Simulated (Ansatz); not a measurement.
One geometry of `C[N]=[V]([NH2])([NH2])[NH2]`, several functionals.

```yaml
crystal:
  periodic: [false, false, false]
  atoms:
    - {symbol: C, position_ang: [-1.341174, 1.132771, 1.677035]}
    - {symbol: N, position_ang: [-0.560862, 0.473784, 0.701351]}
    - {symbol: V, position_ang: [0.330399, -0.279018, -0.413067]}
    - {symbol: N, position_ang: [-0.414572, -1.945924, -0.717609]}
    - {symbol: N, position_ang: [2.054799, -0.440407, 0.240174]}
    - {symbol: N, position_ang: [0.306550, 0.742070, -1.956816]}
    - {symbol: H, position_ang: [-0.705788, 1.573468, 2.454630]}
    - {symbol: H, position_ang: [-1.932928, 1.938674, 1.226556]}
    - {symbol: H, position_ang: [-2.034014, 0.434433, 2.161680]}
    - {symbol: H, position_ang: [-1.336622, -2.239342, -0.435196]}
    - {symbol: H, position_ang: [0.177391, -2.749691, -0.875894]}
    - {symbol: H, position_ang: [2.847940, -0.327880, -0.376089]}
    - {symbol: H, position_ang: [2.335260, -0.312936, 1.199925]}
    - {symbol: H, position_ang: [0.265966, 0.297544, -2.863608]}
    - {symbol: H, position_ang: [0.007653, 1.702444, -2.023060]}
basis:
  gaussian: {orbitals: def2-TZVPP}
hamiltonian: {xc: pbe, dispersion: d4}
output: {forces: true, orbitals: {seedname: orbitals}}
```

```sh
$ ansatz run in.yaml --threads 4 --pin off --events-out ev --progress --plain --max-ram 41984MiB --backend cuda --devices 0, --max-vram 37GiB
```

It prints (some lines left out):

```
Functional definition: PBE
1771 factors; their error is unknown
mean field evaluation 1: about -32787.4667 eV, gradient 1.4e2 eV
mean field evaluation 2: about -32387.0804 eV, gradient 5.3e2 eV
mean field evaluation 4: about -32760.5728 eV, gradient 2.2e2 eV
mean field evaluation 8: about -32823.0634 eV, gradient 4.3e-1 eV
mean field -32823.06356591 eV, -1206.2253377758 hartree, gradient 1.6e-5 eV, S^2 0.000000; 0 other end points of the search recorded, 0 dependent functions left out
reference -32823.06361754 eV, -1206.2253396729 hartree; 33, 33 occupied and 312, 312 virtual orbitals, 1771 factors
Total energy: -32823.38852833 eV, -1206.2372799244 hartree
Atom 0 at    -1.341174     1.132771     1.677035 Å, force     0.011099    -0.009301    -0.013848 eV/Å
Atom 1 at    -0.560862     0.473784     0.701351 Å, force    -0.545303     0.460622     0.681805 eV/Å
Atom 2 at     0.330399    -0.279018    -0.413067 Å, force     0.468733    -0.395891    -0.586579 eV/Å
Atom 3 at    -0.414572    -1.945924    -0.717609 Å, force    -0.074216    -0.045519    -0.124431 eV/Å
Atom 4 at     2.054799    -0.440407     0.240174 Å, force     0.068906    -0.127760     0.045584 eV/Å
Atom 5 at     0.306550     0.742070    -1.956816 Å, force     0.115175     0.080794    -0.057902 eV/Å
Atom 6 at    -0.705788     1.573468     2.454630 Å, force     0.114986     0.110018     0.190149 eV/Å
Atom 7 at    -1.932928     1.938674     1.226556 Å, force    -0.145217     0.188124    -0.070704 eV/Å
Atom 8 at    -2.034014     0.434433     2.161680 Å, force    -0.167246    -0.131393     0.127471 eV/Å
Atom 9 at    -1.336622    -2.239342    -0.435196 Å, force    -0.329067    -0.140906     0.094581 eV/Å
Atom 10 at     0.177391    -2.749691    -0.875894 Å, force     0.180016    -0.299475    -0.050130 eV/Å
Atom 11 at     2.847940    -0.327880    -0.376089 Å, force     0.295687     0.041859    -0.188167 eV/Å
Atom 12 at     2.335260    -0.312936     1.199925 Å, force     0.136753     0.045811     0.340994 eV/Å
Atom 13 at     0.265966     0.297544    -2.863608 Å, force    -0.022121    -0.125524    -0.328955 eV/Å
Atom 14 at     0.007653     1.702444    -2.023060 Å, force    -0.108187     0.348542    -0.059869 eV/Å
Dipole moment:    -0.034936     0.029455     0.043632 e Å
```

It took 1.9 s on 4 threads of an AMD EPYC 7R13 on a shared host and a share of an NVIDIA H100 80 GB, with 0.87 GiB of host memory at the peak.

The same input with `hamiltonian: {xc: {name: wB97M-V}}` (abridged; 8 s):

```
Functional definition: wB97M-V
mean field evaluation 16: about -32831.3491 eV, gradient 6.7e-3 eV
mean field -32831.34912959 eV, -1206.5298266246 hartree, gradient 4.4e-5 eV, S^2 0.000000
Total energy: -32831.34919027 eV, -1206.5298288545 hartree
Atom 0 force    -0.311697     0.263364     0.389777 eV/Å
Atom 1 force     0.359844    -0.304012    -0.450089 eV/Å
Atom 2 force    -0.180149     0.151760     0.224666 eV/Å
Atom 3 force    -0.033432    -0.091097    -0.004535 eV/Å
Atom 4 force     0.091912     0.004289     0.031484 eV/Å
Atom 5 force    -0.013448     0.049301    -0.082645 eV/Å
Atom 6 force    -0.062667    -0.052555    -0.091084 eV/Å
Atom 7 force     0.069796    -0.091742     0.041286 eV/Å
Atom 8 force     0.080445     0.070442    -0.059689 eV/Å
Atom 9 force     0.027032    -0.006400    -0.018334 eV/Å
Atom 10 force    -0.024577     0.023528     0.009294 eV/Å
Atom 11 force    -0.023709    -0.000409     0.026064 eV/Å
Atom 12 force     0.008212    -0.010824    -0.030332 eV/Å
Atom 13 force    -0.003157     0.020430     0.028833 eV/Å
Atom 14 force     0.015597    -0.026074    -0.014697 eV/Å
Dipole moment:    -0.058980     0.049762     0.073707 e Å
```

The same input with `hamiltonian: {xc: {name: r2SCANh}, dispersion: d4}` and no forces (abridged; 2.8 s):

```
Functional definition: r2SCANh
mean field evaluation 16: about -32831.4874 eV, gradient 8.7e-3 eV
mean field -32831.48735681 eV, -1206.5349063814 hartree, gradient 1.3e-5 eV, S^2 0.000000
Total energy: -32831.58005265 eV, -1206.5383128908 hartree
```

The same input with `hamiltonian: {xc: {name: revPBE}, dispersion: d4}` and no forces (abridged; 2.4 s):

```
Functional definition: revPBE
mean field -32832.90338669 eV, -1206.5869445197 hartree, gradient 1.2e-5 eV, S^2 0.000000
Total energy: -32833.84721559 eV, -1206.6216295921 hartree
```

The same input with `hamiltonian: {xc: {name: B97M-V}}` and no forces (abridged; 2.5 s):

```
Functional definition: B97M-V
mean field -32829.72153697 eV, -1206.4700136991 hartree, gradient 1.5e-5 eV, S^2 0.000000
Total energy: -32829.72161202 eV, -1206.4700164572 hartree
```

Changing it to `hamiltonian: {xc: {name: B3LYP}, dispersion: d4}` (abridged; 2.8 s):

```
Functional definition: B3LYP
mean field evaluation 16: about -32837.6035 eV, gradient 6.4e-3 eV
mean field -32837.60354320 eV, -1206.7596720853 hartree, gradient 4.5e-5 eV, S^2 0.000000
Total energy: -32838.11887507 eV, -1206.7786101824 hartree
Atom 0 force    -0.151080     0.127643     0.188939 eV/Å
Atom 1 force    -0.199157     0.168252     0.248985 eV/Å
Atom 2 force     0.143731    -0.121425    -0.180263 eV/Å
Atom 3 force    -0.101298    -0.272755    -0.052852 eV/Å
Atom 4 force     0.281783    -0.025189     0.086302 eV/Å
Atom 5 force    -0.001658     0.147191    -0.256456 eV/Å
Atom 6 force    -0.038153    -0.010814    -0.020854 eV/Å
Atom 7 force     0.015785    -0.026267     0.032705 eV/Å
Atom 8 force     0.019682     0.039347    -0.008493 eV/Å
Atom 9 force    -0.007828    -0.033772    -0.009148 eV/Å
Atom 10 force    -0.022444    -0.024389    -0.002362 eV/Å
Atom 11 force     0.025317    -0.002789     0.021239 eV/Å
Atom 12 force     0.035105    -0.004590     0.005498 eV/Å
Atom 13 force    -0.001988     0.026468    -0.020014 eV/Å
Atom 14 force     0.002203     0.013090    -0.033225 eV/Å
Dipole moment:    -0.047068     0.039701     0.058805 e Å
```

B3LYP takes the VWN-RPA correlation (the form of Gaussian; ORCA's B3LYP/G).
